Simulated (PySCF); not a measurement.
Ta(NEt)Cl3, C2H5Cl3NTa (singlet state).
Structure used (PBE0-D3(BJ)/def2-SVP), in Å, numbered top down from 1:
```xyz
12
C2H5Cl3NTa angstrom
Ta     0.378   -0.005   -2.107
N      0.563   -0.004   -0.374
C      0.562   -0.003    1.047
C     -0.855   -0.012    1.600
H      1.125   -0.884    1.405
H      1.112    0.887    1.403
H     -0.842   -0.011    2.700
H     -1.409    0.874    1.257
H     -1.396   -0.907    1.258
Cl     2.514   -0.006   -2.982
Cl    -0.818    1.908   -2.579
Cl    -0.819   -1.920   -2.576
```

Theory: PySCF, PBE0-D3(BJ)/def2-SVP geometry optimisation, gas phase, def2 core potentials past Kr.

Problem. Which atoms are bound to Ta1, and at what distances?

Solution. 4 atoms: N2 1.743 Å, Cl11 2.306 Å, Cl12 2.306 Å, Cl10 2.308 Å. The nearest atom not counted as bound is C3, at 3.16 Å.

Problem. List the angles at Ta1.

Solution. 
| angle | degrees | distance of the outer atoms (Å) |
| --- | --- | --- |
| Cl10–Ta1–Cl12 | 113.8 | 3.86 |
| Cl10–Ta1–Cl11 | 113.7 | 3.86 |
| Cl11–Ta1–Cl12 | 112.2 | 3.83 |
| N2–Ta1–Cl10 | 106.2 | 3.26 |
| N2–Ta1–Cl12 | 105.0 | 3.23 |
| N2–Ta1–Cl11 | 105.0 | 3.23 |

Problem. What is the shape at Ta1?

Solution. Distorted tetrahedral: angles from 105.0° to 113.8°; τ4 = (360° − α − β)/141° = 0.94 with α and β the two widest (0 for a square, 1 for a tetrahedron).

Problem. What are the other bond lengths?

Solution. N2–C3 1.421 Å; C3–C4 1.521 Å; C3–H5, C3–H6 1.105 Å; C4–H7, C4–H8, C4–H9 1.100 Å.

Problem. Give some angles away from the centre.

Solution. Ta1–N2–C3 173.9°, N2–C3–C4 111.4°.

Problem. What are the rotational constants (commonest isotopes, rigid rotor)?

Solution. A = 988.6, B = 707.6, C = 700.1 MHz: a near-prolate asymmetric top.

Point group: Cs (every atom within 0.08 Å of its image). Charge 0, singlet. Stationary, but not proved a minimum.
